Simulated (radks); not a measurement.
Excited configurations of the holmium ion Ho3+: one electron is placed in a higher orbital outside [Xe] 4f9. The ground configuration is [Xe] 4f10. Method: scalar-relativistic Kohn-Sham, r2SCAN, spin-polarised, spherical densities, finite nucleus; open shells are filled with parallel spins first (spin-orbit coupling, left out, can overturn this in heavy ions); meta-GGA in the generalised Kohn-Sham scheme; Fermi nuclear charge, rms radius 5.2022 fm; computed with a radial shooting solver on a logarithmic mesh with Libxc functionals. Excitation = E - E(ground); binding = E(ion) - E, where the ion is the core of charge +4; n* = 4/sqrt(2 binding) in atomic units, and the quantum defect is n - n*.

outer orbital,excitation (eV),binding (eV),n*,quantum defect,eigenvalue (eV),<r> (bohr)
5d,9.671,32.468,2.589,2.411,-27.251,1.973
5f,28.266,13.873,3.961,1.039,-11.716,4.265
6s,12.705,29.434,2.720,3.280,-26.522,2.896
6p,18.911,23.229,3.061,2.939,-20.773,3.428
6d,26.382,15.757,3.717,2.283,-13.864,4.610
6f,33.061,9.078,4.897,1.103,-7.914,7.492
7s,26.470,15.669,3.727,3.273,-14.124,5.338
7p,29.025,13.114,4.074,2.926,-11.804,6.142
7d,32.403,9.736,4.729,2.271,-8.668,7.818
7f,35.791,6.348,5.856,1.144,-5.617,11.47

The Delta-SCF ionisation energy is 42.139 eV (NIST Atomic Spectra Database: 42.5 eV, semi-empirical). Self-interaction in the functional shifts the binding energies and quantum defects, so they are the method's values and not measured ones. Open shells are spherical and high-spin; term and fine-structure splittings are not resolved. Spin-orbit splitting is averaged out at the scalar-relativistic level.
